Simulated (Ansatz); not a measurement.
Input for Ansatz (a first-principles code): R-CCSD(T)/aug-cc-pVDZ on GeH7NO (a complex), monomers drawn apart or pushed together. The run froze 16 orbitals, filled d shells among them.

Ansatz 0.2 input:
```yaml
crystal:
  periodic: [false, false, false]
  atoms:
    - {symbol: O, position_ang: [-0.36249088, 0.71426461, 0.57519460]}
    - {symbol: Ge, position_ang: [0.51478460, -0.70741770, -0.03530719]}
    - {symbol: H, position_ang: [-0.46111203, 0.69065594, 1.54997456]}
    - {symbol: H, position_ang: [1.93723128, -0.77697419, 0.56828375]}
    - {symbol: H, position_ang: [0.58413740, -0.52577606, -1.55836036]}
    - {symbol: H, position_ang: [-0.23738852, -2.01144589, 0.32022259]}
    - {symbol: N, position_ang: [-1.09046293, 1.12187341, 4.84322272]}
    - {symbol: H, position_ang: [-2.06754797, 1.29172961, 5.05394107]}
    - {symbol: H, position_ang: [-0.82020105, 0.26335629, 5.30985167]}
    - {symbol: H, position_ang: [-0.55139769, 1.87717340, 5.25146708]}
basis:
  gaussian:
    orbitals: aug-cc-pVDZ
magnetization: {spin_polarized: false}
correlation: {method: ccsd_t, electrons: outside_noble_gas}
scf: {lower_state_search: off}
```

Output:

```
WARN ansatz: RAYON_NUM_THREADS=1 ignored (pool sized by the plan → 1); use --threads N
Functional definition: HF
these checks for a lower state are left out or cut short: stability, starts, cluster_reference, orbital_swaps, neighbouring_geometries, increment
integrals: 0.38 GiB planned
1440 factors; integrals over basis functions are off by at most 9.4e-4 eV
mean field: 0.42 GiB planned
mean field evaluation 1: about -60098.7733 eV, gradient 4.7e1 eV
mean field evaluation 2: about -60098.7732 eV, gradient 4.7e1 eV
mean field evaluation 4: about -60103.2362 eV, gradient 3.5e0 eV
mean field evaluation 8: about -60103.2759 eV, gradient 3.3e-4 eV
mean field -60103.27585364 eV, -2208.7546481578 hartree, gradient 1.2e-6 eV, S^2 0.000000; 0 other end points of the search recorded, 0 dependent functions left out
16 core orbitals not correlated
reference -60103.27585364 eV, -2208.7546481578 hartree; 11, 11 occupied and 118, 118 virtual orbitals, 1440 factors
second order -14.10077905 eV of doubles, -0.00000000 eV of singles
coupled cluster: 0.89 GiB planned
cycle   1  -14.72011455 eV  change   -6.2e-1 eV  update   9.2e-2
cycle   2  -15.11574535 eV  change   -4.0e-1 eV  update   2.8e-2
cycle   3  -15.22450983 eV  change   -1.1e-1 eV  update   1.4e-2
cycle   4  -15.22085618 eV  change    3.7e-3 eV  update   2.9e-3
cycle   5  -15.21989513 eV  change    9.6e-4 eV  update   1.2e-3
cycle   6  -15.22027244 eV  change   -3.8e-4 eV  update   3.5e-4
cycle   7  -15.22014941 eV  change    1.2e-4 eV  update   1.3e-4
cycle   8  -15.22008280 eV  change    6.7e-5 eV  update   4.5e-5
cycle   9  -15.22008200 eV  change    7.9e-7 eV  update   1.8e-5
perturbative correction -0.39660162 eV, -0.0145748406 hartree
Total energy: -60118.89253727 eV, -2209.3285506956 hartree
Checks for a lower state left out: stability, starts, cluster_reference, orbital_swaps, neighbouring_geometries, increment
```

Self-consistency was reached.

Cost: very roughly 40 core-seconds.
